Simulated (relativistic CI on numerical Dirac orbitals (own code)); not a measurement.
**Level scheme of Au⁷⁷⁺**

Calculated at this level of theory: Dirac-Coulomb-Breit CI, separate exchange-only KLI orbitals for each configuration, a model potential for QED, unscaled Slater integrals (own radial code, finite nucleus).

Configurations in the expansion: 1s2, 1s 2s, 1s 2p, 1s 3s, 1s 3p, 1s 3d, 1s 4s, 1s 4p, 1s 4d, 1s 4f, 1s 5s, 1s 5p, 1s 5d, 1s 5f, 1s 5g, 1s 6s, 1s 6p, 1s 6d, 2s2. Levels of other configurations are missing.

| No. | Configuration | Term | J | E (10³ cm⁻¹) | % | Next component (%) | Landé g | jj configuration (%) |
| --- | --- | --- | --- | --- | --- | --- | --- | --- |
| 1 | 1s2 | 1S | 0 | 0 | 100 |  |  | closed (100) |
| 2 | 1s 2s | 3S | 1 | 549205 | 100 |  | 1.850 | 1s 2s (100) |
| 3 | 1s 2p | 3P° | 1 | 550218 | 67 | 33 1P° | 1.185 | 1s 2p1/2 (100) |
| 4 | 1s 2s | 1S | 0 | 550625 | 100 |  |  | 1s 2s (100) |
| 5 | 1s 2p | 3P° | 0 | 550657 | 100 |  |  | 1s 2p1/2 (100) |
| 6 | 1s 2p | 3P° | 2 | 567357 | 100 |  | 1.407 | 1s 2p3/2 (100) |
| 7 | 1s 2p | 1P° | 1 | 567794 | 67 | 33 3P° | 1.170 | 1s 2p3/2 (100) |
| 8 | 1s 3s | 3S | 1 | 656345 | 100 |  | 1.867 | 1s 3s (100) |
| 9 | 1s 3p | 3P° | 1 | 656612 | 67 | 33 1P° | 1.202 | 1s 3p1/2 (100) |
| 10 | 1s 3s | 1S | 0 | 656722 | 100 |  |  | 1s 3s (100) |
| 11 | 1s 3p | 3P° | 0 | 656726 | 100 |  |  | 1s 3p1/2 (100) |
| 12 | 1s 3p | 3P° | 2 | 661718 | 100 |  | 1.425 | 1s 3p3/2 (100) |
| 13 | 1s 3d | 3D | 2 | 661796 | 60 | 40 1D | 1.024 | 1s 3d3/2 (100) |
| 14 | 1s 3d | 3D | 1 | 661837 | 100 |  | 0.535 | 1s 3d3/2 (100) |
| 15 | 1s 3p | 1P° | 1 | 661850 | 67 | 33 3P° | 1.200 | 1s 3p3/2 (100) |
| 16 | 1s 3d | 3D | 3 | 663217 | 100 |  | 1.278 | 1s 3d5/2 (100) |
| 17 | 1s 3d | 1D | 2 | 663246 | 60 | 40 3D | 1.086 | 1s 3d5/2 (100) |
| 18 | 1s 4s | 3S | 1 | 692976 | 100 |  | 1.873 | 1s 4s (100) |
| 19 | 1s 4p | 3P° | 1 | 693083 | 67 | 33 1P° | 1.208 | 1s 4p1/2 (100) |
| 20 | 1s 4s | 1S | 0 | 693128 | 100 |  |  | 1s 4s (100) |
| 21 | 1s 4p | 3P° | 0 | 693128 | 100 |  |  | 1s 4p1/2 (100) |
| 22 | 1s 4p | 3P° | 2 | 695218 | 100 |  | 1.432 | 1s 4p3/2 (100) |
| 23 | 1s 4d | 3D | 2 | 695252 | 60 | 40 1D | 1.031 | 1s 4d3/2 (100) |
| 24 | 1s 4d | 3D | 1 | 695269 | 100 |  | 0.546 | 1s 4d3/2 (100) |
| 25 | 1s 4p | 1P° | 1 | 695274 | 67 | 33 3P° | 1.211 | 1s 4p3/2 (100) |
| 26 | 1s 4d | 3D | 3 | 695855 | 100 |  | 1.285 | 1s 4d5/2 (100) |
| 27 | 1s 4f | 3F° | 3 | 695857 | 57 | 43 1F° | 0.998 | 1s 4f5/2 (100) |
| 28 | 1s 4f | 3F° | 2 | 695864 | 100 |  | 0.694 | 1s 4f5/2 (100) |
| 29 | 1s 4d | 1D | 2 | 695868 | 60 | 40 3D | 1.095 | 1s 4d5/2 (100) |
| 30 | 1s 4f | 3F° | 4 | 696147 | 100 |  | 1.211 | 1s 4f7/2 (100) |
| 31 | 1s 4f | 1F° | 3 | 696153 | 57 | 43 3F° | 1.055 | 1s 4f7/2 (100) |
| 32 | 1s 5s | 3S | 1 | 709595 | 100 |  | 1.876 | 1s 5s (100) |
| 33 | 1s 5p | 3P° | 1 | 709648 | 67 | 33 1P° | 1.211 | 1s 5p1/2 (100) |
| 34 | 1s 5p | 3P° | 0 | 709671 | 100 |  |  | 1s 5p1/2 (100) |
| 35 | 1s 5s | 1S | 0 | 709671 | 100 |  |  | 1s 5s (100) |
| 36 | 1s 5p | 3P° | 2 | 710732 | 100 |  | 1.435 | 1s 5p3/2 (100) |
| 37 | 1s 5d | 3D | 2 | 710749 | 60 | 40 1D | 1.034 | 1s 5d3/2 (100) |
| 38 | 1s 5d | 3D | 1 | 710758 | 100 |  | 0.551 | 1s 5d3/2 (100) |
| 39 | 1s 5p | 1P° | 1 | 710761 | 67 | 33 3P° | 1.216 | 1s 5p3/2 (100) |
| 40 | 1s 5d | 3D | 3 | 711058 | 100 |  | 1.288 | 1s 5d5/2 (100) |
| 41 | 1s 5f | 3F° | 3 | 711059 | 57 | 43 1F° | 1.001 | 1s 5f5/2 (100) |
| 42 | 1s 5f | 3F° | 2 | 711063 | 100 |  | 0.699 | 1s 5f5/2 (100) |
| 43 | 1s 5d | 1D | 2 | 711065 | 60 | 40 3D | 1.100 | 1s 5d5/2 (100) |
| 44 | 1s 5f | 3F° | 4 | 711209 | 100 |  | 1.214 | 1s 5f7/2 (100) |
| 45 | 1s 5g | 3G | 4 | 711209 | 55 | 45 1G | 0.992 | 1s 5g7/2 (100) |

Energies count from the lowest computed level; ° marks odd parity. Filled j subshells are mostly left out of the jj labels.

The mean weight of the leading LS term, summed over parents, in these 45 levels is 85 %, and that of the leading jj configuration (from the same eigenvectors) 100 %, so jj coupling describes them better and the LS labels are nominal.

At this charge energies of transitions that change n are usually good to better than 1 %, and those within a shell (Δn = 0) to a few per cent.

LS names give the leading component of a level, which can be under half, so a name can repeat, a term be missing and a line seem to break the LS rules.
